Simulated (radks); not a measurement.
Initial-state core-level shifts of the niobium ion Nb+ when its valence configuration changes from [Kr] 4d4. All-electron calculation, Dirac Kohn-Sham, PBE, spin-unpolarised, spherical densities, point nucleus; open shells fill j = l - 1/2 first. Program: a radial shooting solver on a logarithmic mesh with Libxc functionals. Shifts are changes of the shell-averaged eigenvalues in eV (positive: less bound).

\begin{tabular}{lrrrr}
valence & 2p & 3d & 4s & 4p \\ \hline
4d3 5p1 & -4.421 & -4.406 & -4.159 & -3.980 \\
4d2 5p2 & -9.398 & -9.329 & -8.638 & -8.223 \\
4d2.5 5s0.5 5p1 & -6.300 & -6.259 & -5.821 & -5.538 \\
4d1 5s2 5p1 & -12.691 & -12.504 & -11.221 & -10.572 \\
4d3 5s1 & -3.307 & -3.281 & -3.032 & -2.863 \\
4d3.5 5s0.5 & -1.577 & -1.568 & -1.461 & -1.382 \\
4d1 5s1 5p2 & -13.775 & -13.596 & -12.274 & -11.602 \\
4d3.5 5p0.5 & -2.131 & -2.128 & -2.027 & -1.945 \\
4d2 5s2 & -7.184 & -7.097 & -6.443 & -6.064 \\
\end{tabular}
